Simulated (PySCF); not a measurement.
## Reading a saddle point

A first-order saddle point of GaH$_{5}$Se, closed shell, PBE0-D4/def2-TZVP, with one imaginary mode of 988i cm⁻¹:

```
atom    x (Å)    y (Å)    z (Å)
 Ga1  -0.8140  -0.2420  -0.4514
  H2   0.6474  -0.2043  -1.3191
  H3  -1.3359  -1.7051  -0.4127
  H4  -1.5238   1.1374  -0.5249
  H5   1.0683  -0.1805  -0.2261
 Se6   0.9487  -0.1360   1.4906
  H7   1.0092   1.3304   1.4436
```

Computed with PySCF 2.14 with density fitting (its default auxiliary sets; JK sets also for MP2 and CCSD(T)) (basis: def2-TZVPP and def2-QZVPP); correlated methods freeze the cores. Filled d shells of the heavier atoms are correlated. The def2 sets are not built for correlating such inner shells, so the correlated values are less sure here. Extrapolation: Hartree–Fock as exp(−7.88 √X), correlation as X^−2.97.

Which contacts change along the imaginary mode, and what lies on either side? (Judge from chemistry; the calculation decides.)

Computed: The step is GaH₃ + H₂Se → GaH₃Se ([GaH2][SeH]) + H₂, with the molecules in contact on both sides. Shortening one way: Ga1–Se6, H2–H5; lengthening the same way: Ga1–H2, H5–Se6.
```tsv
pair	one side (Å)	saddle (Å)	other side (Å)
Ga1–Se6	2.71	2.62	2.33
H2–H5	3.32	1.17	0.75
Ga1–H2	1.57	1.70	2.81
H5–Se6	1.47	1.72	3.54
```

Which side is lower, and how far does the saddle lie above each? (To be estimated.)

By the calculation: The side with Ga1–Se6, H2–H5 short is lower by 0.611 eV; the saddle lies 1.275 eV above it and 0.664 eV above the other (CCSD(T) at an estimated basis limit (MP2 extrapolated from triple and quadruple zeta, plus CCSD(T) − MP2 in triple zeta); electronic energies).

No T1 diagnostic of these runs exceeds 0.013.

Exchanges of this kind with a chalcogen hydride build sulfide and selenide films.

Labels in which every atom is bracketed show which atoms are joined, not bond orders.

For scale, one of the runs: CCSD(T)/def2-TZVPP, 166 basis functions, launched by `OMP_NUM_THREADS=4 python run.py`. Time: 6.8 min of wall clock on 4 CPU threads of an Intel Xeon; the host was shared. Peak host memory: 1.7 GiB.
